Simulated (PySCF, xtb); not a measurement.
CH5O, SMILES [OH2+]C, charge +1.

Geometry: B3LYP-D3(BJ)/def2-TZVP. The isomer is the one that the SMILES or the coordinates give; other isomers of the formula were not compared.

Computed with IEF-PCM-PBE0/def2-SVP run with PySCF.

The values are the electrostatic part of the solvation free energy, E(continuum) − E(gas) at the gas-phase geometry, in a cavity of scaled van der Waals radii (PySCF's table); cavitation and dispersion terms are not included. In vacuum the orbital gap is 11.33 eV.

| solvent | ε | ΔG(elec) (kcal/mol) | gap (eV) |
|---|---|---|---|
| water | 78.36 | -75.1 | 11.66 |
| dimethylsulfoxide | 46.83 | [?] | [?] |
| toluene | 2.37 | -43.5 | 11.49 |

**Question.** Complete the blanks. (An estimate is asked for; the answer gives what the named calculation found.)

**Answer.** 
- dimethylsulfoxide, ΔG(elec) (kcal/mol): -74.5
- dimethylsulfoxide, gap (eV): 11.66

For comparison, GFN2-xTB/ALPB(water) (xtb, at the GFN2-xTB geometry, all terms of that model) gives -81.8 kcal/mol.
